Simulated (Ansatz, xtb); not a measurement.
**BrF2H3Si2: where a starting geometry ends**

The starting geometry of this gas-phase singlet has its atoms placed at random.

| atom | x (Å) | y (Å) | z (Å) |
| --- | --- | --- | --- |
| Br | -0.6619 | 0.8345 | 0.0174 |
| F | 1.2718 | -0.2446 | 0.6307 |
| F | -0.6821 | -1.7106 | -0.6897 |
| Si | 0.6171 | -1.4903 | 1.5818 |
| Si | 0.7469 | -1.8130 | -1.2913 |
| H | 0.6199 | 1.1439 | -0.0420 |
| H | -1.8172 | 0.9040 | -0.9666 |
| H | 1.0992 | 1.1697 | -1.1476 |

Problem. Guess where an optimisation with r2SCAN-D4/def2-SVP ends from this start.

Solution. It falls apart into BrF2HSi2 + H2. Distances that change by over a tenth: Br1–H7 (1.52 → 1.82 Å), F2–Si4 (1.70 → 1.96 Å), F3–Si5 (1.55 → 1.93 Å). Contacts that open: Br1–H6 (1.32 → 3.63 Å). Contacts that close: Br1–Si4 (3.08 → 2.44 Å), F2–Si5 (2.54 → 1.86 Å), F3–H7 (2.86 → 1.06 Å), Si4–Si5 (2.89 → 2.44 Å), H6–H8 (1.21 → 0.76 Å).

The energy falls by 9.25 eV over 33 steps:

```
step  E − E(last) (eV)
   1             9.249
   5             1.393
   8             0.828
  12             0.303
  15             0.106
  19             0.021
  22             0.004
  26             0.002
  29             0.000
  33             0.000
```

Final geometry (Å):

```yaml
atoms:
  - { symbol: Br, position_ang: [-1.5521, 0.6068, 0.9132] }
  - { symbol: F, position_ang: [1.2900, -0.7566, 0.4690] }
  - { symbol: F, position_ang: [-0.6077, -0.8111, -1.3454] }
  - { symbol: Si, position_ang: [-0.0896, -1.1272, 1.8137] }
  - { symbol: Si, position_ang: [0.3661, -2.1423, -0.3525] }
  - { symbol: H, position_ang: [1.3637, 1.2997, -1.1371] }
  - { symbol: H, position_ang: [-1.0984, -0.1576, -0.6710] }
  - { symbol: H, position_ang: [1.5217, 1.8816, -1.5970] }
```

From the same start GFN2-xTB ends elsewhere, in pieces: F2Si2 + BrH + H2.

From so rough a start the end depends on the optimiser's path, so another program may land elsewhere. No frequencies were run, so the end isn't proven a minimum. Run with Ansatz 0.2.0, 100 s on 2 threads of Intel(R) Xeon(R) Platinum 8259CL CPU @ 2.50GHz (Skylake/Cascade Lake) (shared host).
